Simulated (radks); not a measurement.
Values are calculated unless marked as measured or tabulated.
Task: The mean radii <r> (bohr) of the occupied orbitals of an atom or ion are listed with their occupations. Level of theory: Dirac Kohn-Sham, BLYP, spin-unpolarised, spherical densities, finite nucleus; Fermi nuclear charge, rms radius of each element as measured or else 0.836 A^(1/3) + 0.57 fm (a radial shooting solver on a logarithmic mesh with Libxc functionals).

orbital      occ.     <r>
1s1/2           2  0.1757
2s1/2           1  0.8487
2p1/2    0.666667  0.7845
2p3/2     1.33333  0.7855
3d3/2         0.4   2.391
3d5/2         0.6   2.391

Name the element and its charge. Open shells, if any, are shared by 2j + 1.

Result: Z = 9, fluorine, charge +3: F3+ in [He] 2s1 2p2 3d1. The 1s radius gives Z: for a bare nucleus <r> = (2 gamma + 1)/(2Z) with gamma = sqrt(1 - (Z/c)^2), 0.1664 bohr for Z = 9, and screening makes it slightly larger (0.1757 here). The occupations add up to 6, and the charge is Z minus that.
